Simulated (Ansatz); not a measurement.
CH4BrClOSi (`C[Si](O)(Cl)Br`). Charge 0, multiplicity 1.

Z-matrix (Å, degrees):
```
C
Si 1 1.838
H 1 1.092 2 109.7
H 1 1.092 2 109.9 3 -119.8
H 1 1.091 2 110.4 3 120.0
O 2 1.627 1 108.6 3 59.8
Cl 2 2.051 1 110.8 3 -61.2
Br 2 2.221 1 111.0 3 -179.5
H 6 0.959 2 118.6 1 177.6
```

**Question.** List the harmonic frequencies (cm⁻¹, unscaled) at PBE0-D4/def2-TZVP in Ansatz. (Best estimate.)

**Answer.** Ansatz gave: 140, 145, 156, 212, 223, 263, 293, 408, 538, 742, 780, 806, 855, 956, 1283, 1440, 1442, 3062, 3151, 3160, 3915.

**Question.** Is this a minimum?

**Answer.** Yes, all 21 modes are real.

**Question.** Give the ideal-gas thermochemistry at 298.15 K and 1 bar (rigid rotor, harmonic oscillator; point group C1, symmetry number 1).

**Answer.** Zero-point energy 143.4 kJ/mol; H(298) − E = 165.9 kJ/mol; entropy 368.5 J/(mol·K), of which translation 173.3, rotation 121.0, vibration 74.3; G(298) − E = 56.0 kJ/mol.

**Question.** Rotational constants (cm⁻¹)?

**Answer.** 0.08445, 0.04205, 0.0365.
